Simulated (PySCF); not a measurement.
In(Cl)(Br)(OH) (BrClHInO), SMILES [OH][In]([Cl])[Br].

The structure is a stationary point at B3LYP-D3(BJ)/def2-SVP. The structure was generated by enumeration; whether it is a known compound was not checked. The def2 effective core potentials stand for the cores of In; spin–orbit coupling is left out. Other conformers were not sampled.

Two levels are set side by side: PBE/def2-TZVP (PySCF) and M06-2X/def2-TZVP (PySCF). Same geometry, gas phase. Differences are taken from unrounded values.

```json
[
 {"quantity": "orbital gap (eV)", "M06-2X": "7.99"},
 {"quantity": "highest occupied level (eV)", "M06-2X": "-10.03"},
 {"quantity": "lowest empty level (eV)", "M06-2X": "-2.04"},
 {"quantity": "dipole moment (D)", "M06-2X": "1.06"},
 {"quantity": "mean polarisability (bohr³)", "M06-2X": "69.1"}
]
```

Problem. What does PBE give, and how far is it from M06-2X? (The exact figures need the calculation; the answer reports its results.)

Solution. 
```tsv
quantity	PBE	PBE minus M06-2X
orbital gap (eV)	3.73	-4.26
highest occupied level (eV)	-7.47	2.56
lowest empty level (eV)	-3.74	-1.70
dipole moment (D)	1.12	0.06
mean polarisability (bohr³)	74.4	5.3
```

Without exact exchange PBE keeps part of each electron's self-repulsion, which lifts occupied levels and narrows the gap. Loosely held outer electrons make PBE densities more polarisable. Differences between two approximate levels are no errors against the true value.

Rough cost on one machine, each run with all the roots and properties that it gave: M06-2X against PBE about 3 times.
